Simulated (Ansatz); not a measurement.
`F[SiH2][O][GeH2][Cl]` + HCl → `[Cl][GeH2][Cl]` + `O[SiH2]F` at 700 K and 1 bar (ligand exchange at a Ge–O bond).

Gas-phase electronic energies from Ansatz, PBE0-D4/def2-TZVP geometries. CBS: MP2 limit from def2 TZ/QZ plus the TZ coupled-cluster correction, frozen cores. This one scheme is used for every species. For Ge outer-core shells are correlated without core-valence functions, which leaves a few kJ/mol of doubt a bond. Scalar relativity is left out up to krypton. One conformer a species, not always the lowest.

```
               species  CCSD(T)/CBS energy (Eh)  H − E (kJ/mol)  S (J/(mol·K))
`F[SiH2][O][GeH2][Cl]`              -3002.51804           191.4          505.6
                   HCl               -460.38127            38.4          211.8
      `[Cl][GeH2][Cl]`              -2996.94498            95.7          367.9
            `O[SiH2]F`               -465.96250           137.3          346.2
```

H − E and S are ideal-gas, rigid-rotor, harmonic terms from PBE0-D4/def2-TZVP, for one conformer and one mirror image of each species. 1 Eh = 2625.50 kJ/mol, R = 8.31446 J/(mol·K).

By hand: ΔE, ΔH, ΔS and ΔG.

ΔE = (-2996.94498) + (-465.96250) − (-3002.51804) − (-460.38127) = -0.00817 Eh = -21.5 kJ/mol. Δ(H − E) = 95.7 + 137.3 − 191.4 − 38.4 = 3.2, so ΔH = -18.3 kJ/mol. ΔS = 367.9 + 346.2 − 505.6 − 211.8 = -3.3 J/(mol·K). ΔG = -18.3 − 700 × (-3.3)/1000 = -16.0 kJ/mol.

By hand: the equilibrium constant, and the temperature at which ΔG would vanish if ΔH and ΔS stayed fixed.

log₁₀ K = −ΔG/(RT ln 10) = 1.2. ΔG = 0 at ΔH/ΔS = 5545 K, far beyond where these terms or the molecules hold.

The number of gas molecules stays the same, so ΔS is small and ΔH decides. A doubt of 5 kJ/mol in ΔE shifts log₁₀ K by 0.4 here. Other conformers and mirror images would add mixing entropy, several J/(mol·K) or more a flexible species. Modes under 60 cm⁻¹, often nearly free rotors, make the harmonic entropy too high. These are equilibria of isolated gas molecules and say nothing of rates. Largest T1 diagnostic: 0.011 (customary marks: 0.02 for closed shells, 0.045 for open ones).
